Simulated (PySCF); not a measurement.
# Working out the excitation energy of Ca

Ca [Ar] 4s2 (1S) → Ca [Ar] 3d2 (3F). Calculation: PySCF 2.14, in x2c-TZVPPall (6s5p3d, 36 functions); scalar relativity by spin-free X2C-1e. Frozen: [Ne]. Energies in hartree (1 hartree = 27.21139 eV):

```
            part   Ca (lower)   Ca (upper)
             UHF  -679.620198  -679.401089
CCSD correlation    -0.222151    -0.189361
             (T)    -0.004529    -0.003323
```

Problem. What does Hartree-Fock give?

Solution. (-679.401089) − (-679.620198) = 0.219109 hartree = 5.962 eV.

Problem. What do CCSD and CCSD(T) give?

Solution. The CCSD correlation energies differ by 0.032790 hartree = 0.892 eV and the triples by 0.001206 hartree = 0.033 eV, so CCSD gives 6.854 eV and CCSD(T) 6.887 eV.

The upper state lies above the first ionisation limit, where it may autoionise and the basis confines it.
